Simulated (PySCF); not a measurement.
A structure optimised at PBE-D3(BJ)/def2-SVP, used in a PySCF frequency run:

```xyz
8

C      0.0000     0.0000     2.7560
Sn     0.0000     0.0000     0.5910
I     -2.2101     1.2760    -0.3482
I      2.2101     1.2760    -0.3482
I      0.0000    -2.5520    -0.3482
H     -0.9112    -0.5261     3.0957
H      0.9112    -0.5261     3.0957
H      0.0000     1.0522     3.0957
```
Charge 0, spin multiplicity 1.

Task: Write its SMILES, formula and point group.

Result: [CH3][Sn]([I])([I])[I], CH₃I₃Sn, C3v

Task: What are its rotational constants (standard atomic weights)?

Result: 0.34890, 0.34890, 0.20355 GHz
